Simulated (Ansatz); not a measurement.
Consider the formal exchange of groups at a C–Si bond: `C[SiH]1CN1` + `C=NC` → `C/C=N/C` + `C1N[SiH2]1`.

Program: Ansatz. Geometries: PBE0-D4/def2-TZVP. ΔE: electronic, gas phase. CCSD(T)/CBS adds triple-zeta CCSD(T) − MP2 to the extrapolated MP2 energy (def2 sets, frozen cores). DFT in def2-TZVPP.

```json
{"level": "r2SCAN-D4", "ΔE (kcal/mol)": "5.1", "difference from CCSD(T)/CBS": "-0.3"}
{"level": "CAM-B3LYP-D4", "ΔE (kcal/mol)": "4.8", "difference from CCSD(T)/CBS": "-0.6"}
{"level": "B2PLYP", "ΔE (kcal/mol)": "4.8", "difference from CCSD(T)/CBS": "-0.6"}
{"level": "r2SCAN0", "ΔE (kcal/mol)": "5.1", "difference from CCSD(T)/CBS": "-0.3"}
{"level": "CAM-B3LYP", "ΔE (kcal/mol)": "4.5", "difference from CCSD(T)/CBS": "-0.9"}
{"level": "RPA@PBE/def2-TZVPP", "ΔE (kcal/mol)": "4.7", "difference from CCSD(T)/CBS": "-0.7"}
{"level": "MP2/def2-SVP", "ΔE (kcal/mol)": "2.4", "difference from CCSD(T)/CBS": "-3.0"}
{"level": "CCSD/def2-SVP", "ΔE (kcal/mol)": "2.2", "difference from CCSD(T)/CBS": "-3.2"}
{"level": "MP2/def2-TZVPP", "ΔE (kcal/mol)": "5.3", "difference from CCSD(T)/CBS": "-0.1"}
{"level": "HF/def2-QZVPP", "ΔE (kcal/mol)": "4.3", "difference from CCSD(T)/CBS": "-1.1"}
{"level": "CCSD(T)/CBS", "ΔE (kcal/mol)": "5.4", "difference from CCSD(T)/CBS": "0"}
```

Question: What do rigid-rotor, harmonic-oscillator terms from PBE0-D4/def2-TZVP frequencies (298.15 K, 1 bar) make of the CCSD(T)/CBS value? (Estimate.)

Answer: Ansatz gave: ΔZPE = -0.5 kcal/mol, ΔH = +4.7 kcal/mol, ΔS = -5 J/(mol·K), ΔG = +5.1 kcal/mol.

Largest T1 diagnostic among the species: 0.012.

In def2-TZVPP, CCSD(T) changes the Hartree–Fock value by +0.9 kcal/mol (the triples alone add −0.0 kcal/mol) and MP2 by +1.0 kcal/mol. Leaving LDA and LC-ωPBE aside and taking each functional with its dispersion term where it has one, the values, not all of them listed here, spread over 1.0 kcal/mol, from revPBE-D4 to ωB97M-V. LDA lies −1.1 kcal/mol from PBE without D4.
